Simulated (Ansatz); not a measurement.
CHBClNO (`O=C=NBCl`). Total charge 0; spin multiplicity 1. Geometry: relaxed with PBE0-D4/def2-TZVP. It is one conformer, not always the lowest.

```xyz
6

O     1.531    1.641   -1.369
C     0.730    0.956   -0.888
N    -0.159    0.273   -0.457
B    -0.663   -0.635    0.489
Cl    0.338   -1.196    1.812
H    -1.776   -1.039    0.412
```

Question: What is the dipole moment at r2SCAN/def2-TZVPP? (An estimate is asked.)

Answer: Computed: 0.66 D, with components (-0.62, -0.19, -0.09) D in this frame, pointing from negative to positive charge.

Question: And with PBE, B3LYP, ωB97M-V? (Estimate.)

Answer: The calculation gave: PBE 0.55 D, B3LYP 0.72 D, ωB97M-V 0.70 D.

Question: Give the Mulliken charges with r2SCAN, PBE, B3LYP in def2-TZVPP. (Estimate.)

Answer: The calculation gave: 
```
atom  r2SCAN    PBE  B3LYP
  O1   -0.19  -0.12  -0.16
  C2    0.31   0.19   0.28
  N3   -0.13  -0.04  -0.11
  B4    0.14   0.07   0.10
 Cl5   -0.14  -0.12  -0.14
  H6    0.01   0.01   0.04
```

B3LYP here is the variant with VWN-RPA as its local correlation; programs differ in this.
